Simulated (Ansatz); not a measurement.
Ansatz (a first-principles code) input (RI-MP2/aug-cc-pVQZ):
A basis named .json is the Basis Set Exchange file of that set.

Ansatz 0.2 input:
```yaml
crystal:
  periodic: [false, false, false]
  atoms:
    - {symbol: C, position_ang: [2.58349161, -0.74363657, 0.46333470]}
    - {symbol: Se, position_ang: [1.60747562, 0.27297430, -0.91425861]}
    - {symbol: C, position_ang: [-0.15744583, -0.21361312, -0.40396455]}
    - {symbol: C, position_ang: [-0.95597250, -1.14152921, -1.00397649]}
    - {symbol: C, position_ang: [-2.25435489, -1.29330836, -0.43434704]}
    - {symbol: C, position_ang: [-2.51531122, -0.48925392, 0.63063072]}
    - {symbol: Se, position_ang: [-1.06325147, 0.61537245, 1.02751835]}
    - {symbol: H, position_ang: [2.29567063, -0.39247558, 1.45025779]}
    - {symbol: H, position_ang: [3.64174257, -0.55280040, 0.29436406]}
    - {symbol: H, position_ang: [2.37061754, -1.80313016, 0.35300066]}
    - {symbol: H, position_ang: [-0.61411725, -1.72007435, -1.85132488]}
    - {symbol: H, position_ang: [-2.97740829, -2.00052120, -0.81841761]}
    - {symbol: H, position_ang: [-3.42256949, -0.44674122, 1.21122507]}
basis:
  gaussian:
    orbitals: aug-cc-pVQZ
    fitting: {mean_field: def2-universal-jkfit, correlation: aug-cc-pVQZ-RIFIT.json}
total_charge: 1
magnetization: {spin_polarized: true, initial_magnetization: 1}
correlation: {method: mp2, electrons: outside_noble_gas}
```

End of the output:

```
integrals: 5.21 GiB planned
1015 factors; integrals over basis functions are off by at most 3.9e0 eV
4.58 GiB of device memory are held for the factors and their scratch space
mean field: 8.85 GiB planned
mean field evaluation 1: about -135838.3925 eV, gradient 4.5e1 eV
mean field evaluation 2: about -135842.5693 eV, gradient 3.6e1 eV
mean field evaluation 4: about -135849.6139 eV, gradient 2.3e0 eV
mean field evaluation 8: about -135849.7202 eV, gradient 1.9e-1 eV
mean field evaluation 16: about -135849.7495 eV, gradient 2.6e-1 eV
mean field evaluation 32: about -135849.1578 eV, gradient 5.9e0 eV
mean field -135849.75847040 eV, -4992.3865415137 hartree, gradient 9.2e-6 eV, S^2 1.007200; 8 other end points of the search recorded, 0 dependent functions left out
33 core orbitals not correlated
1844 factors; their error is unknown
reference -135849.75847040 eV, -4992.3865415137 hartree; 19, 18 occupied and 810, 811 virtual orbitals, 1844 factors
second order -31.31550608 eV of doubles, -0.00000000 eV of singles
Total energy: -135881.07397648 eV, -4993.5373651358 hartree
```

This state (charge 1, doublet) is run at the relaxed geometry of the species with charge 0 and multiplicity 1.

The determinant is spin-contaminated: <S^2> is 1.01 against 0.75 for a pure state.
